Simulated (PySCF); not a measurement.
Sr⁺ (strontium, charge +1) across methods

[Kr] 5p1, 2P determinant (an excited configuration). All numbers are calculated (PySCF 2.14, the spin-free X2C one-electron Hamiltonian (Gaussian nucleus), in aug-cc-pVQZ-X2C).

| method | E (hartree) | mean ε 4p β (eV) | mean ε 4p α (eV) | mean ε 5p α (eV) | Σ⟨r²⟩ (bohr²) | ⟨S²⟩ |
| --- | --- | --- | --- | --- | --- | --- |
| M06-2X | -3179.15 | -34.032 | -34.030 | -7.223 | 51.95 | 0.750 |
| M06-L | -3178.85 | -30.928 | -30.934 | -6.308 | 52.55 | 0.750 |
| UHF | -3177.07831 | -37.055 | -37.158 | -7.707 | 54.90 | 0.750 |
| M06 | -3178.97 | -32.438 | -32.486 | -6.662 | 52.73 | 0.750 |
| r2SCAN | -3178.95 | -31.101 | -31.125 | -6.455 | 52.36 | 0.750 |
| LDA | -3174.78 | -30.593 | -30.651 | -6.446 | 51.96 | 0.750 |
| PBE | -3178.58 | -30.439 | -30.499 | -6.502 | 52.14 | 0.750 |
| PBE0 | -3178.66 | -32.399 | -32.469 | -6.896 | 52.50 | 0.750 |
